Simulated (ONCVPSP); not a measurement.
# rhodium (Rh): one change to an ONCV potential, before and after

ONCVPSP 4.0.1 input, shortened (lines: element, Z, core and valence counts, functional; n l f; lmax; l rc ep ncon nbas qcut; lloc lpopt rc5 dvloc0; l nproj debl; icmod fcfact rcfact), LDA (Perdew-Zunger), non-relativistic:

```
  Rh 45.00    8    1        3      upf
    1    0    2.00
    2    0    2.00
    2    1    6.00
    3    0    2.00
    3    1    6.00
    3    2   10.00
    4    0    2.00
    4    1    6.00
    4    2    7.00
    2
    0    1.85    0.17    4    9    3.40
    1    1.95    0.10    3    7    4.20
    2    1.90    0.00    4    9    8.10
    4    5    1.40    3.00
    0    1    0.90
    1    2    2.10
    2    2    0.60
    3    3.25    1.60
```

In the s channel the program set the typed energies aside and used 0.050 Ha. In the p channel the program set the typed energies aside and used 0.050, 2.150 Ha. In the d channel the program set the typed energies aside and used -0.967, 0.250 Ha.

All-electron outer shells of the reference configuration (LDA (Perdew-Zunger), non-relativistic, ld1.x):

| shell | level (eV) | outermost node (bohr) | outermost maximum (bohr) |
| --- | --- | --- | --- |
| 4d | -26.33 | 0.46 | 1.13 |

Change: local potential polynomial inside 1.30 bohr (lpopt 1, dvloc0 0 Ha).

Cutoffs: the cutoffs (Ha) at which the residual kinetic energy of the hardest occupied pseudo-wave falls to 1 and 0.1 mHa per electron; they do not see the model core or the augmentation charge, which bear on the density cutoff. Errors are all-electron minus pseudo energies relative to the spin-unpolarised reference configuration.

Question: How do hardness, ghosts and transferability respond?

Answer: The potential gets neither clearly harder nor softer (23 Ha and 27 Ha → 23 Ha and 27 Ha); both files keep a bound ghost (p); of the 4 tests that both files solve, the error grows in 2 and shrinks in 0 by more than 15 % and 0.3 meV (median size 118.9 → 128.6 meV).

```csv
quantity,base,changed
"cutoff, loose",23 Ha,23 Ha
"cutoff, tight",27 Ha,27 Ha
bound ghosts,p,p
GHOST(+) flags under 300 eV,none,none
"error for 4d8 5s1, meV [ΔE -27.31 eV]",+47,+107
"error for 4d8, meV [ΔE -20.04 eV]",-87,-87
"error for 4d6, meV [ΔE 33.14 eV]",-150,-150
"error for 4d7 5s2, meV [ΔE -24.07 eV]",+222,+329
s: phases at 1.87 bohr within 0.05 rad from the reference energy up to (Ha; the scan ends near 5),1.4,1.0
p: phases at 1.98 bohr within 0.05 rad from the reference energy up to (Ha; the scan ends near 5),4.5,to the end of the scan
d: phases at 1.93 bohr within 0.05 rad from the reference energy up to (Ha; the scan ends near 5),to the end of the scan,to the end of the scan
"rms error of d²Exc/dni dnj with the model core, mHa",3.22,3.22
```

 A true bound ghost makes a file unfit for plane-wave use even where its test errors are small: the radial tests pick states by their node count and pass the ghost by.
